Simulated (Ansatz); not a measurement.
Isolated molecules relaxed with PBE0-D4/def2-TZVP in Ansatz; ΔE leaves out vibrations. CBS: MP2 limit from def2 TZ/QZ plus the TZ coupled-cluster correction, frozen cores. This one scheme is used for every species. DFT in def2-TZVPP. def2 core potentials past Kr. For Hf, Se outer-core shells are correlated without core-valence functions, which leaves a few kJ/mol of doubt a bond. Scalar relativity is left out up to krypton. Each species was taken in one conformer, which may not be the lowest.

Consider the ligand exchange at the Hf–Cl bond: hafnium tetrachloride + H₂Se → `[Cl][Hf]([Cl])([Cl])[SeH]` + HCl.

| species | BHLYP energy (Eh) |
| --- | --- |
| `[Cl][Hf]([Cl])([Cl])[Cl]` | -1889.11196 |
| H₂Se | -2402.73508 |
| `[Cl][Hf]([Cl])([Cl])[SeH]` | -3831.00344 |
| HCl | -460.81707 |

Question: Work out ΔE.

Answer: ΔE = (-3831.00344) + (-460.81707) − (-1889.11196) − (-2402.73508) = 0.02653 Eh = +16.6 kcal/mol. CCSD(T)/CBS gives +13.9 kcal/mol.

Largest T1 diagnostic among the species: 0.014.

In def2-TZVPP, CCSD(T) changes the Hartree–Fock value by −4.0 kcal/mol (the triples alone add −0.6 kcal/mol) and MP2 by −4.9 kcal/mol. At CCSD(T), def2-SVP lies +2.7 kcal/mol from the extrapolated value and def2-TZVPP −0.1 kcal/mol.
